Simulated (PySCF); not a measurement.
Species: C7H12OSi.
SMILES with atom numbers: `[CH2:1]=[CH:2][C@@H:3]1[CH2:4][C@H:5]([CH:6]=[O:7])[CH2:8][SiH2:9]1`

Cartesian coordinates in Å at the GFN2-xTB level; atoms count from 1:
```xyz
21
C7H12OSi angstrom
C      2.9443   -0.2989   -0.7677
C      1.6613   -0.4771   -0.5061
C      0.8578    0.3842    0.4026
C     -0.0969   -0.4280    1.2915
C     -1.4912   -0.4990    0.6410
C     -1.4098   -1.4048   -0.5502
O     -1.4398   -1.0437   -1.6942
C     -1.8796    0.9125    0.2115
Si    -0.2853    1.5986   -0.5697
H      3.5074    0.5004   -0.3136
H      3.4840   -0.9350   -1.4479
H      1.1243   -1.2854   -0.9846
H      1.5504    0.9436    1.0360
H     -0.2050    0.0740    2.2547
H      0.2963   -1.4303    1.4799
H     -2.2024   -0.9366    1.3516
H     -1.2993   -2.4785   -0.2927
H     -2.7281    0.8839   -0.4679
H     -2.1783    1.4913    1.0849
H     -0.0360    2.9817   -0.1441
H     -0.1831    1.4642   -2.0157
```

Probes without a nucleus sit at each ring's centroid and 1 Å off its mean plane on both sides; NICS is minus the shielding there, NICSzz its component along the normal. Level: GIAO PBE0/pcSseg-1 (PySCF, non-relativistic, gas phase) on the GFN2-xTB geometry, one conformer.

Ring bond lengths (Å), with Mayer bond orders in brackets: C3–C4 1.537 (1.00), C4–C5 1.540 (0.99), C5–C8 1.526 (1.01), C8–Si9 1.903 (0.90), Si9–C3 1.931 (0.83).

What do the NICS probes read (ppm)?

| ring | type | NICS(0) | NICS(1), two faces | NICS(1)zz, two faces | rms pucker (Å) | centre to ring atoms, mean (Å) |
| --- | --- | --- | --- | --- | --- | --- |
| C3–C4–C5–C8–Si9 | 5-membered ring with Si; formal bonds all single | -5.4 | -4.0 / -4.2 | -3.5 / -4.9 | 0.19 | 1.41 |

What can be read from them?

- C3–C4–C5–C8–Si9: mean NICS(1)zz -4.2 ppm, shielded. C3, C4, C5, C8, Si9 have four or more neighbours, so the value isn't read as a sign of a π ring current.

What is the mean of the two in-plane components of NICS at the first NICS(1) probe listed for ring C3–C4–C5–C8–Si9, 1 Å off the ring?

The isotropic value is a third of the trace: (3 × -4.0 − (-3.5))/2 = -4.2 ppm.

How shielded are the nuclei of the rings and their hydrogens (means over atoms taken as equivalent)?

| atoms | environment | σ isotropic (ppm) | principal values of the symmetric part, first atom (ppm) |
| --- | --- | --- | --- |
| C3 | sp3 carbon bound to silicon | 155.7 | 143.2, 150.6, 173.4 |
| C4 | ring CH2 carbon | 150.4 | 125.4, 155.4, 170.5 |
| C5 | sp3 carbon next to a carbonyl | 128.9 | 99.5, 138.5, 148.8 |
| C8 | sp3 carbon bound to silicon | 174.0 | 160.5, 170.6, 190.8 |
| Si9 | SiH2 silicon | 369.3 | 310.7, 368.4, 428.9 |
| H13 | methine hydrogen | 29.41 | 25.5, 27.8, 34.9 |
| H14 | methylene hydrogen | 29.78 | 24.7, 27.9, 36.7 |
| H15 | methylene hydrogen | 29.66 | 25.1, 28.5, 35.4 |
| H16 | methine hydrogen | 28.63 | 23.2, 27.6, 35.2 |
| H18 | methylene hydrogen | 30.38 | 26.5, 27.0, 37.7 |
| H19 | methylene hydrogen | 31.18 | 26.5, 27.9, 39.1 |
| H20 | Si–H hydrogen | 27.29 | 23.9, 24.8, 33.1 |
| H21 | Si–H hydrogen | 27.46 | 24.5, 25.1, 32.7 |

Time: 88 s (with the writing of density and orbital grids); peak memory 1.1 GiB. Hardware: Arm Neoverse N1, one thread, shared host with 64 logical CPUs at a one-minute load of 33. This is the whole shielding run at PBE0/pcSseg-1, SCF included.
